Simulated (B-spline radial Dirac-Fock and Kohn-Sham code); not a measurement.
# Satellites and hypersatellites of the K lines of Cl⁷⁺

System: Cl⁷⁺, configuration [He] 2s2 2p6, inside a Watson sphere of charge -7 and radius 2.2 Å (a model of the Madelung potential; inside it an electron's potential energy is raised by 45.8 eV).

Input of the calculation (task.json; shells as n, l, electrons):

```json
{"items": [{
  "Z": 17,
  "q": 7,
  "cfg": [[1, 0, 2], [2, 0, 2], [2, 1, 6]],
  "A": 35,
  "rrms": 3.3654,
  "watson": [-7, 2.2],
  "do": ["binding", "quiet", "double"]
}]}
```

Launch: `python xray_run.py task.json out`

These are calculated numbers from a radial atomic solver; the model is multi-electron Dirac-Fock with separately optimised hole states, Breit and Lamb-shift corrections added in first order. Each two-hole energy is an average over J within one jj subconfiguration, not an observable level; in light atoms, where LS coupling holds, the j-resolved values are not observed lines, and for a K spectator the Kα1 hypersatellite is nearly forbidden. No correlation.

Lines without a spectator: Kα2 (K-L2) 2631.3 eV, Kα1 (K-L3) 2633.0 eV. Shifts in eV with one spectator hole (a dash: not computed, or left out as unreliable):

| spectator hole | Kα2 | Kα1 |
| --- | --- | --- |
| K (1s) | +174.0 | +174.5 |
| L2 (2p1/2) | +15.06 | +18.35 |
| L3 (2p3/2) | +17.85 | +16.91 |

With n spectator holes in 2p, averaged over the 2p shell (energies in eV):

```
n    KαLⁿ   step  hypersatellite KαʰLⁿ
0  2632.5      –                2806.8
1  2649.9  +17.4                2825.7
2  2668.8  +18.9                2846.0
3  2689.2  +20.4                2867.8
4  2711.0  +21.8                2890.9
5  2734.3  +23.3                2915.5
```
